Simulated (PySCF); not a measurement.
**Assigning NMR signals**

Atoms are numbered as in `[CH3:1][SiH2:2][c:3]1[cH:4][cH:5][c:6]([CH2:7][SiH3:8])[o:9]1` (H(Xn): hydrogen on atom n).

- NMR shieldings at PBE0/pcSseg-1/GIAO
- coordinates at the GFN2-xTB level
- run in PySCF 2.14
- one computed conformer, non-relativistic, gas phase, one averaged value for each set of equivalent atoms

δ = σ(ref) − σ, references computed at the same level: TMS for ¹³C (σref 186.93) and ¹H (σref 31.72).

Question: Assign these signals to the numbered atoms. ¹³C{¹H} NMR (computed): δ 166.0, 154.9, 129.7, 111.5, 14.1, -9.2.

Answer: 
| δ (ppm) | atoms | environment | reason |
| --- | --- | --- | --- |
| 166.0 | C6 | substituted aromatic carbon next to the ring oxygen | – |
| 154.9 | C3 | substituted aromatic carbon next to the ring oxygen | – |
| 129.7 | C4 | aromatic CH | the aromatic region |
| 111.5 | C5 | aromatic CH | – |
| 14.1 | C7 | sp3 CH2 bonded to Si, on an aromatic ring | – |
| -9.2 | C1 | methyl carbon bonded to Si | an electropositive neighbour leaves it electron-rich and shielded |

Question: Assign these signals to the numbered atoms. ¹H NMR (400 MHz, computed): δ 6.86 (m, 1H), 6.23 (m, 1H), 4.75 (q, 2H), 3.98 (t, 3H), 2.41 (q, 2H), 0.35 (t, 3H).

Answer: 
6.86 → H(C4), hydrogen on an aromatic CH: it sits in the deshielding region of the aromatic ring current
6.23 → H(C5), hydrogen on an aromatic CH
4.75 → H(Si2), hydrogen on a silicon bonded to 2 C
3.98 → H(Si8), hydrogen on a silicon bonded to C
2.41 → H(C7), hydrogen on an sp3 CH2 bonded to Si, on an aromatic ring: benzylic-type position, deshielded by the ring
0.35 → H(C1), hydrogen on a methyl carbon bonded to Si: an electropositive neighbour shields it, as in TMS itself

Shifts are as computed. Against solution values, carbons near 30 ppm lie about +3 ppm off and those near 130 ppm about +5 ppm. Of 1211 compounds with measured shifts, 218 miss one by over three times the rms of a fit or turn the order of signals round; such compounds aren't used in these exercises. No couplings were computed; multiplicities are counted from neighbouring protons, with m where these are inequivalent, close in shift, in a saturated or five-membered ring or joined by F or P, and br s for small geminal =CH2 splittings.
